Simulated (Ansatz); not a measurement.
C$_{2}$H$_{8}$FInOSi (`CO[SiH2][CH](F)[InH2]`). Charge 0, multiplicity 1. In: def2 effective core potential. The structure was optimised at the PBE0-D4/def2-TZVP level. It is one conformer, not always the lowest.

```xyz
14

C    -1.286   -1.267   -1.152
O    -0.406   -0.555   -0.304
Si    0.863    0.418   -0.839
C     1.420    1.107    0.795
F     2.595    0.506    1.270
In   -0.364    0.443    1.960
H    -1.856   -0.582   -1.786
H    -0.730   -1.965   -1.786
H    -1.979   -1.835   -0.532
H     1.840   -0.430   -1.571
H     0.278    1.439   -1.752
H     1.562    2.190    0.799
H    -1.774    1.437    1.893
H    -0.161   -0.906    3.005
```

**Question.** What is the dipole moment at ωB97M-V/def2-TZVPP? (Estimate.)

**Answer.** Ansatz gave: 2.88 D, with components (-1.73, -0.27, -2.28) D in this frame, pointing from negative to positive charge.

**Question.** And with PBE, r2SCAN, B3LYP? (Estimate.)

**Answer.** Computed: PBE 2.66 D, r2SCAN 2.76 D, B3LYP 2.87 D.

**Question.** Give the Mulliken charges with ωB97M-V, B3LYP, r2SCAN in def2-TZVPP. (Estimate.)

**Answer.** The calculation gave: 
| atom | ωB97M-V | B3LYP | r2SCAN |
| --- | --- | --- | --- |
| C1 | -0.18 | -0.13 | -0.01 |
| O2 | -0.41 | -0.42 | -0.41 |
| Si3 | 0.36 | 0.42 | 0.43 |
| C4 | -0.23 | -0.16 | -0.15 |
| F5 | -0.24 | -0.26 | -0.24 |
| In6 | 0.46 | 0.56 | 0.54 |
| H7 | 0.13 | 0.11 | 0.07 |
| H8 | 0.13 | 0.11 | 0.07 |
| H9 | 0.12 | 0.11 | 0.06 |
| H10 | -0.02 | -0.07 | -0.07 |
| H11 | -0.04 | -0.08 | -0.08 |
| H12 | 0.14 | 0.11 | 0.09 |
| H13 | -0.11 | -0.16 | -0.15 |
| H14 | -0.10 | -0.15 | -0.15 |

B3LYP here is the variant with VWN-RPA as its local correlation; programs differ in this.
